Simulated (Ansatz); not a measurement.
CF4 (SMILES FC(F)(F)F), singlet, at a GFN2-xTB geometry; PBE/STO-3G (Ansatz, a quantum-chemistry and plane-wave program).

Input for Ansatz:
Ansatz 0.2 input:
```yaml
crystal:
  periodic: [false, false, false]
  atoms:
    - {symbol: C, position_ang: [0.00000000, 0.00000000, -0.00000000]}
    - {symbol: F, position_ang: [0.76156680, 0.76669051, 0.74768414]}
    - {symbol: F, position_ang: [-0.74940203, -0.75691441, 0.76961488]}
    - {symbol: F, position_ang: [-0.76791520, 0.75064431, -0.75740957]}
    - {symbol: F, position_ang: [0.75575043, -0.76042041, -0.75988945]}
basis:
  gaussian:
    orbitals: STO-3G
hamiltonian:
  xc: pbe
scf: {lower_state_search: standard}
magnetization: {spin_polarized: true}
```

Task: Write the output that Ansatz gives for this input, abridged.

Result: 
```
Functional definition: PBE
374 factors; integrals over basis functions are off by at most 1.6e-5 eV
mean field evaluation 1: about -11719.2632 eV, gradient 2.0e1 eV
mean field evaluation 2: about -11718.2776 eV, gradient 2.6e1 eV
mean field evaluation 4: about -11721.6242 eV, gradient 1.5e-1 eV
mean field evaluation 8: about -11721.5734 eV, gradient 2.6e-4 eV
mean field -11721.57343503 eV, -430.7598785695 hartree, gradient 4.7e-6 eV, S^2 0.000000; 0 other end points of the search recorded, 0 dependent functions left out
reference -11721.57344154 eV, -430.7598788088 hartree; 21, 21 occupied and 4, 4 virtual orbitals, 374 factors
Total energy: -11721.57344154 eV, -430.7598788088 hartree
```
